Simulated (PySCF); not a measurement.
Working out the ionisation energy of P⁺

P⁺ [Ne] 3s2 3p2 (3P) → P²⁺ [Ne] 3s2 3p1 (2P). All numbers are calculated (PySCF 2.14, the non-relativistic Hamiltonian (point nucleus), in def2-TZVPPD (6s5p4d1f, 48 functions)). Frozen: [Ne]. Energies in hartree (1 hartree = 27.21139 eV):

```json
{"part": "UHF", "P⁺ (lower)": "-340.345927", "P²⁺ (upper)": "-339.641728"}
{"part": "CCSD correlation", "P⁺ (lower)": "-0.082766", "P²⁺ (upper)": "-0.064940"}
{"part": "(T)", "P⁺ (lower)": "-0.002344", "P²⁺ (upper)": "-0.001053"}
```

Question: What does Hartree-Fock give?

Answer: (-339.641728) − (-340.345927) = 0.704199 hartree = 19.162 eV.

Question: What do CCSD and CCSD(T) give?

Answer: The CCSD correlation energies differ by 0.017826 hartree = 0.485 eV and the triples by 0.001291 hartree = 0.035 eV, so CCSD gives 19.647 eV and CCSD(T) 19.682 eV.

A first-order spin-orbit estimate adds -0.007 eV to CCSD(T) (valence), giving 19.675 eV against 19.769 eV (semi-empirical (NIST evaluation); NIST Atomic Spectra Database, ionization energies).

What remains against the reference includes basis incompleteness, the frozen core and higher excitations.
